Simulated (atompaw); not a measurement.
## What the settings do to the PAW (atompaw) potential of manganese (Mn)

Base potential:

* Element: Mn
* Generator: atompaw 4.2.0.5
* Type: PAW
* Functional: PBE
* Relativity: scalar-relativistic
* Frozen core: [Ar]
* Valence charge: 7
* Reference configuration: 3d5 4s1 4p1
* Partial waves: 4s (bound): rc 2.05 bohr; 4s channel at 0.15 Ry: rc 2.05 bohr; 4p (bound): rc 3.00 bohr; 4p channel at 0.3 Ry: rc 3.00 bohr; 3d (bound): rc 2.00 bohr; 3d channel at 1.35 Ry: rc 2.00 bohr
* Local potential: troulliermartins scheme with l = 3 at 0 Ry, radius 2.85 bohr
* Core correction: smooth core density matched at 2.60 bohr
* Augmentation charge: sinc compensation charge, radius 2.60 bohr; PAW radius 3.00 bohr; waves and projectors: custom polynom gramschmidtortho

All-electron outer shells of the reference configuration (PBE, scalar-relativistic, ld1.x):

```csv
shell,level (eV),outermost node (bohr),outermost maximum (bohr)
3s,-87.51,0.34,0.74
3p,-56.22,0.31,0.75
3d,-8.33,–,0.76
4s,-6.09,1.05,2.47
4p,-2.12,1.16,3.30
```

Cutoffs, loose and tight: the cutoffs (Ry, on a coarse ladder) from which the occupation-weighted sum of valence levels, in a spherical-Bessel basis at the reference potential, stays within 10 and 1 mRy of its value at 400 Ry. They see the waves, projectors and local potential, not the compensation charge or the core. A dash means not determined.

A true bound ghost makes a file unfit for plane-wave use even where its test errors are small: the radial tests pick states by their node count and pass the ghost by.

| change | outcome | cutoff, loose | cutoff, tight | bound ghosts |
| --- | --- | --- | --- | --- |
| base | generated | 25 Ry | 45 Ry | s |
| all radii scaled by about 0.76 (s 1.56, p 2.30, d 1.52 bohr); local potential troulliermartins scheme with l = 3 at 0 Ry, radius 2.18 bohr; augmentation sinc compensation charge, radius 1.98 bohr; PAW radius 2.30 bohr; waves and projectors: custom polynom gramschmidtortho; core correction smooth core density matched at 1.98 bohr | generated | 50 Ry | 80 Ry | s, p |
| all radii scaled by about 0.85 (s 1.74, p 2.56, d 1.70 bohr); local potential troulliermartins scheme with l = 3 at 0 Ry, radius 2.44 bohr; augmentation sinc compensation charge, radius 2.22 bohr; PAW radius 2.56 bohr; waves and projectors: custom polynom gramschmidtortho; core correction smooth core density matched at 2.22 bohr | generated | 35 Ry | 60 Ry | s, p |
| all radii scaled by about 0.92 (s 1.88, p 2.76, d 1.84 bohr); local potential troulliermartins scheme with l = 3 at 0 Ry, radius 2.62 bohr; augmentation sinc compensation charge, radius 2.40 bohr; PAW radius 2.76 bohr; waves and projectors: custom polynom gramschmidtortho; core correction smooth core density matched at 2.40 bohr | generated | 30 Ry | 50 Ry | s |
| all radii scaled by about 1.03 (s 2.12, p 3.10, d 2.06 bohr); local potential troulliermartins scheme with l = 3 at 0 Ry, radius 2.94 bohr; augmentation sinc compensation charge, radius 2.68 bohr; PAW radius 3.10 bohr; waves and projectors: custom polynom gramschmidtortho; core correction smooth core density matched at 2.68 bohr | generated | 21 Ry | 40 Ry | s |
| all radii scaled by about 1.13 (s 2.30, p 3.38, d 2.26 bohr); local potential troulliermartins scheme with l = 3 at 0 Ry, radius 3.20 bohr; augmentation sinc compensation charge, radius 2.92 bohr; PAW radius 3.38 bohr; waves and projectors: custom polynom gramschmidtortho; core correction smooth core density matched at 2.92 bohr | generated | 18 Ry | 35 Ry | none |
| all radii scaled by about 1.18 (s 2.42, p 3.54, d 2.36 bohr); local potential troulliermartins scheme with l = 3 at 0 Ry, radius 3.36 bohr; augmentation sinc compensation charge, radius 3.06 bohr; PAW radius 3.54 bohr; waves and projectors: custom polynom gramschmidtortho; core correction smooth core density matched at 3.06 bohr | generated | 18 Ry | 30 Ry | none |

Question: What comes out with this change to the base: all radii scaled by about 1.26 (s 2.58, p 3.76, d 2.52 bohr); local potential troulliermartins scheme with l = 3 at 0 Ry, radius 3.58 bohr; augmentation sinc compensation charge, radius 3.26 bohr; PAW radius 3.76 bohr; waves and projectors: custom polynom gramschmidtortho; core correction smooth core density matched at 3.26 bohr?

Answer: outcome: generated; cutoff, loose: 15 Ry; cutoff, tight: 30 Ry; bound ghosts: none.

Reading the sweep of the scale of all radii (base = 1) (base included, trends over the rows without a ghost): Bound ghosts are found at 0.76, 0.85, 0.92, 1, 1.03.
